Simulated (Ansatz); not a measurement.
Reaction (cleavage of the Si–Si bond): `O[Si@H](Cl)[Si@H](F)Cl` + `N[SiH](O)Cl` → `O[Si@@H](Cl)N[Si@@H](O)Cl` + `F[SiH2]Cl`

Computed with Ansatz on PBE0-D4/def2-TZVP structures; ΔE is electronic, products minus reactants. CBS: MP2 limit from def2 TZ/QZ plus the TZ coupled-cluster correction, frozen cores. This one scheme is used for every species. Functionals use def2-TZVPP. Each species was taken in one conformer, which may not be the lowest.

(1) Is it downhill or uphill in electronic energy at CCSD(T)/CBS, and by how much? (Best estimate.)

(2) What do these levels give: PBE0-D4, ωB97X-V, PBE0, SCS-MP2/def2-TZVPP, HF/def2-QZVPP, CCSD/CBS(def2)? (An estimate is asked.)

Largest T1 diagnostic among the species: 0.011.

Answers

(1) Computed: Downhill: ΔE = -23.4 kcal/mol.

(2) Computed: PBE0-D4 -19.9, ωB97X-V -22.4, PBE0 -19.3, SCS-MP2/def2-TZVPP -25.6, HF/def2-QZVPP -26.4, CCSD/CBS(def2) -23.7 kcal/mol.

The D4 term adds −1.0 kcal/mol with B3LYP and −0.6 kcal/mol with PBE0; it sums over pairs of atoms, weighted by their polarisabilities, and B3LYP, whose exchange is more repulsive, gets the larger term. From PBE to PBE0 (25 % exact exchange), in def2-TZVPP and without D4, ΔE moves by −2.4 kcal/mol.

B3LYP here is the variant with VWN-RPA as its local correlation; programs differ in this.
